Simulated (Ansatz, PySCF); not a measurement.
Gas-phase reaction (SMILES): [SiH3][Si](Cl)(Cl)Cl → [SiH3] (SiH3) + Cl[Si](Cl)Cl; the Si-Si bond at the site shown breaks (other sites are not compared here).

Each molecule is optimised on its own at B3LYP-D3(BJ)/def2-TZVP (Ansatz, a first-principles code). Valence correlation only, unless marked. UHF or UKS for open shells. No spin-orbit coupling. Non-relativistic. CBS marks a two-point X^-3 extrapolation of the correlation energy; Hartree-Fock from the larger set. [CCSD(T)-MP2]/basis is that difference in the basis named. Thermal terms are rigid-rotor harmonic-oscillator values from B3LYP-D3(BJ) frequencies (PySCF) at 298.15 K and 1 atm. 1 Eh = 627.5095 kcal/mol. Electronic entropy comes from spin alone.

```json
[
 {"species": "[SiH3][Si](Cl)(Cl)Cl", "E, RI-MP2/CBS(cc-pV(T+d)Z,cc-pV(Q+d)Z)+[CCSD(T)-MP2]/cc-pV(T+d)Z (Ansatz) (Eh)": "-1959.43482", "E, PBE-D3(BJ)/def2-TZVPD (Ansatz + dftd3) (Eh)": "-1960.75261", "H - E (Eh)": "0.03983", "G - E (Eh)": "-0.00292"},
 {"species": "[SiH3] (SiH3)", "E, RI-MP2/CBS(cc-pV(T+d)Z,cc-pV(Q+d)Z)+[CCSD(T)-MP2]/cc-pV(T+d)Z (Ansatz) (Eh)": "-290.80600", "E, PBE-D3(BJ)/def2-TZVPD (Ansatz + dftd3) (Eh)": "-291.07783", "H - E (Eh)": "0.02515", "G - E (Eh)": "0.00052"},
 {"species": "Cl[Si](Cl)Cl", "E, RI-MP2/CBS(cc-pV(T+d)Z,cc-pV(Q+d)Z)+[CCSD(T)-MP2]/cc-pV(T+d)Z (Ansatz) (Eh)": "-1668.49932", "E, PBE-D3(BJ)/def2-TZVPD (Ansatz + dftd3) (Eh)": "-1669.55505", "H - E (Eh)": "0.01103", "G - E (Eh)": "-0.02541"}
]
```

Work out ΔE and ΔH, ΔG, ΔS and the equilibrium constant at 298.15 K at the first level, then ΔH at the second.


1. ΔE = [(-290.80600) + (-1668.49932)] - [(-1959.43482)] = 0.12950 Eh = 81.3 kcal/mol at RI-MP2/CBS(cc-pV(T+d)Z,cc-pV(Q+d)Z)+[CCSD(T)-MP2]/cc-pV(T+d)Z.
2. The terms H - E add up to -0.00365 Eh, so ΔH = (0.12950 + (-0.00365))×627.5095 = 79.0 kcal/mol.
3. The terms G - E add up to -0.02197 Eh, so ΔG = 67.5 kcal/mol, and ΔS = (-0.00365 - (-0.02197))×627509.5/298.15 = 38.6 cal/(mol K).
4. log10 K = -ΔG/(RT ln 10) = -49.5, with RT ln 10 = 1.3642 kcal/mol.
5. With ΔH and ΔS taken as constant, ΔG changes sign near ΔH/ΔS = 2050 K, a rough figure that leaves out heat capacities.
6. At PBE-D3(BJ)/def2-TZVPD the same steps give ΔE = 75.1 and ΔH = 72.8 kcal/mol, a shift of -6.2 from the first level.
7. These values are not checked against measurement here, since the tables used lack a sound gas-phase enthalpy of formation for at least one species.
